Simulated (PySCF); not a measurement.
Species: C4H9BN2.
Atom-mapped SMILES: `[CH2:1]=[CH:2][B:3]1[NH:4][CH2:5][CH2:6][NH:7]1` (hydrogens: H8, H9 on C1; H10 on C2; H11 on N4; H12, H13 on C5; H14, H15 on C6; H16 on N7)

Structure used (PBE0-D3(BJ)/def2-SVP), in Å, numbered top down from 1:
```xyz
16
C4H9BN2 angstrom
C      2.5931    0.8968   -0.6777
C      1.9863   -0.1228   -0.0568
B      0.4524   -0.1695    0.2308
N     -0.4344    0.9447    0.2905
C     -1.7367    0.5086    0.7548
C     -1.7336   -1.0010    0.4640
N     -0.3240   -1.3397    0.4627
H      2.0289    1.7730   -1.0182
H      3.6679    0.9061   -0.8897
H      2.6084   -0.9787    0.2378
H     -0.1576    1.8999    0.4649
H     -2.5721    1.0162    0.2431
H     -1.8642    0.6872    1.8415
H     -2.3126   -1.5604    1.2184
H     -2.2027   -1.2009   -0.5202
H     -0.0528   -2.2853    0.2354
```

Method: PySCF, TDDFT wB97X-D/def2-SVPD, vertical, gas phase, core orbitals frozen in the response.

Ground-to-excited transition dipoles (e·a0, same axes as the geometry; the sign carries no meaning), for the states with f of 0.002 or more among the lowest 9:

| state | E (eV) | μx | μy | μz |
| --- | --- | --- | --- | --- |
| S1 | 5.540 | -0.045 | 0.442 | 0.016 |
| S2 | 5.955 | 0.121 | 0.021 | -0.070 |
| S3 | 6.615 | -1.337 | -0.852 | 0.559 |
| S4 | 6.809 | 0.244 | 0.103 | -0.084 |
| S7 | 7.367 | -0.010 | -0.188 | -0.288 |
| S8 | 7.700 | 0.007 | -0.156 | -0.505 |
| S9 | 7.775 | -0.017 | -0.033 | 0.399 |

Task: Work out the oscillator strengths.

Result: f = (2/3) ΔE |μ|² with ΔE in hartree (27.2114 eV).

| state | \|μ\|² (au) | \|μ\| (D) | f |
| --- | --- | --- | --- |
| S1 | 0.198 | 1.13 | 0.027 |
| S2 | 0.020 | 0.36 | 0.003 |
| S3 | 2.827 | 4.27 | 0.458 |
| S4 | 0.077 | 0.71 | 0.013 |
| S7 | 0.118 | 0.87 | 0.021 |
| S8 | 0.279 | 1.34 | 0.053 |
| S9 | 0.161 | 1.02 | 0.031 |

Task: Which bond between heavy atoms lies closest to the direction of the S3 transition dipole?

Result: N4–C5, at 13° from it; next B3–N7 and C1–C2 at 25°.

Task: What angle do the transition dipoles of S7 and S9 make?

Result: |cos θ| = |μa·μb| / (|μa| |μb|) = 0.79, so θ ≈ 38° (taken between 0 and 90°, since the signs are arbitrary).

Task: What peak molar absorption coefficient would the strongest computed level give as a lone Gaussian band 0.5 eV wide at half height?

Result: ε(max) = 2.175×10⁸ f / FWHM, with the width in cm⁻¹. S3: 2.175×10⁸ × 0.4582 / 4033 ≈ 25000 L mol⁻¹ cm⁻¹.

The vertical ionisation energy (ΔSCF) is 8.28 eV, 0.50 eV above S9.

One conformer stands for the species.
